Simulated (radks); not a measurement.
Results of a calculation; reference values are marked as such.
Spherical quantum dot in the effective-mass picture: electrons in a hard-walled sphere of radius 9.67, all in effective atomic units (hartree* = m*/eps^2 hartree, bohr* = eps/m* bohr), one dielectric constant everywhere. Level of theory: non-relativistic Kohn-Sham, LDA (Slater exchange, Perdew-Wang correlation), spin-polarised, spherical densities (a radial shooting solver with Libxc functionals). Levels are named by radial order and angular momentum (1s, 1p, 1d, 2s, ...), and open shells are averaged over m. Results are scaled to m* = 0.595 and eps = 5.7, for which hartree* = 498.3 meV and bohr* = 0.5069 nm.

N = 19, configuration 1s2 1p6 1d10 1f(up 1, down 0). This is the lowest configuration that the search found. Occupied and some empty levels:

| level | occupation | eigenvalue (meV) | <r> (nm) |
|---|---|---|---|
| 1s up | 1 | 1175.2 | 3.658 |
| 1s down | 1 | 1177.1 | 3.654 |
| 1p up | 3 | 1185.7 | 3.695 |
| 1p down | 3 | 1187.7 | 3.692 |
| 1d up | 5 | 1205.8 | 3.742 |
| 1d down | 5 | 1207.8 | 3.741 |
| 1f up | 1 | 1234.8 | 3.792 |
| 1f down | 0 | 1236.9 | 3.790 |
| 1g up | 0 | 1272.1 | 3.839 |
| 1g down | 0 | 1274.2 | 3.838 |
| 2s up | 0 | 1315.1 | 2.296 |
| 2s down | 0 | 1315.7 | 2.292 |
| 2p up | 0 | 1351.2 | 2.636 |
| 2p down | 0 | 1352.0 | 2.633 |
| 2d up | 0 | 1398.8 | 2.858 |
| 2d down | 0 | 1399.7 | 2.855 |

Energy (meV): total 11835.0, kinetic 2071.5, external 0, Hartree 11446, exchange-correlation -1682.2.
